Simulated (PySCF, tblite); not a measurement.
Isomers of C6H4O3, one GFN2-xTB conformer each. Single-point energies are computed at PBE0/pcSseg-1 (PySCF, gas phase, no added dispersion term), electronic only.

Question: Rank them by PBE0/pcSseg-1 energy, lowest first (kcal/mol).
A. `[CH:1]#[C:2][C:3](=[O:4])[C:5](=[CH2:6])[C:7](=[O:8])[OH:9]` with C2–C3–C5–C6 -153°, C3–C5–C7–O8 -152°, C5–C7–O9–H 179°
B. `[O:1]=[CH:2][c:3]1[cH:4][c:5](=[O:6])[cH:7][cH:8][o:9]1` with O1–C2–C3–C4 0°

Answer: B (0.0), A (33.7).

As drawn, the higher has an O–H bond, which the lower lacks. GFN2-xTB itself gives, in the same order: 0.0, 36.7. Both levels put the same isomer lowest.

Q: Which frontier levels, dipoles and rotational constants go with these structures?

A: 
```
             SMILES  HOMO (eV, PBE0/pcSseg-1)  LUMO (eV)  dipole (D)      A, B, C (MHz)
    O=Cc1cc(=O)cco1                     -7.54      -2.84        4.64  3140, 1314, 926.4
C#CC(=O)C(=C)C(=O)O                     -7.96      -2.67        2.03   2256, 1584, 1035
```

Q: What happens when harmonic zero-point energies from GFN2-xTB frequencies are added?

A: 
| SMILES | ZPE (kcal/mol) | electronic (kcal/mol) | with ZPE (kcal/mol) |
| --- | --- | --- | --- |
| O=Cc1cc(=O)cco1 | 53.8 | 0.0 | 0.0 |
| C#CC(=O)C(=C)C(=O)O | 51.7 | 33.7 | 31.6 |

The zero-point energies span 2.1 kcal/mol. The order is unchanged.
